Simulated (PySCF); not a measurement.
C3H7BClF, singlet, geometry from GFN2-xTB. Base run: M062X/6-31G in PySCF.

PySCF was given this input:
```python
from pyscf import gto, scf, dft, solvent

mol = gto.M(
    atom='''
B     0.239148    0.067041    0.748077
Cl   -0.284888   -0.608704    2.236696
F     1.279961    0.881375    0.815379
C    -0.464985   -0.248140   -0.633559
C     0.177712    0.437153   -1.846959
C    -0.554387    0.094103   -3.137971
H    -1.519213    0.041371   -0.582397
H    -0.478809   -1.328993   -0.803601
H     0.168111    1.517839   -1.696534
H     1.221006    0.126951   -1.924202
H    -0.537770   -0.979289   -3.313459
H    -0.083723    0.587088   -3.984838
H    -1.591942    0.416735   -3.086667
''',
    basis='6-31g',
    charge=0,
    spin=0,
    verbose=4,
)

mf = dft.RKS(mol)
mf.xc = 'm062x'
mf.kernel()
```

Each row names what was changed in the base input (with any setting that the change needs).

| change | ΔE vs base (kcal/mol) | dipole (D) | HOMO-LUMO gap (eV) |
|---|---|---|---|
| base | 0.000 | 2.08 | 10.64 |
| model = IEF-PCM; solvent = dimethylsulfoxide | -2.50 | 2.41 | 10.66 |
| model = IEF-PCM; solvent = water; lebedev_order = 11 | -2.50 | 2.41 | 10.65 |
| model = COSMO; solvent = water | -2.53 | 2.42 | 10.66 |
| model = SS(V)PE; solvent = water | -2.50 | 2.41 | 10.66 |
| model = IEF-PCM; solvent = water; r_probe = 0.5 | (withheld) | (withheld) | 10.64 |
| model = IEF-PCM; solvent = water; vdw_scale = 1.0 | -4.96 | 2.51 | 10.71 |
| model = ddCOSMO; solvent = water | (withheld) | 2.36 | (withheld) |
| model = IEF-PCM; solvent = water; vdw_scale = 1.1 | -3.49 | 2.47 | 10.68 |
| model = IEF-PCM; solvent = water; lebedev_order = 41 | -2.54 | 2.42 | 10.66 |
| model = IEF-PCM; solvent = tetrahydrofuran | (withheld) | 2.36 | 10.65 |
| model = IEF-PCM; solvent = water | -2.54 | 2.42 | 10.66 |

### Question
Complete the blanks.

### Answer

- model = IEF-PCM; solvent = water; r_probe = 0.5, ΔE vs base (kcal/mol): -1.09
- model = IEF-PCM; solvent = water; r_probe = 0.5, dipole (D): 2.29
- model = ddCOSMO; solvent = water, ΔE vs base (kcal/mol): -2.11
- model = ddCOSMO; solvent = water, HOMO-LUMO gap (eV): 10.69
- model = IEF-PCM; solvent = tetrahydrofuran, ΔE vs base (kcal/mol): -2.07

The base is the gas phase, so ΔE is the electrostatic part of solvation at a fixed geometry, without cavity and dispersion terms.
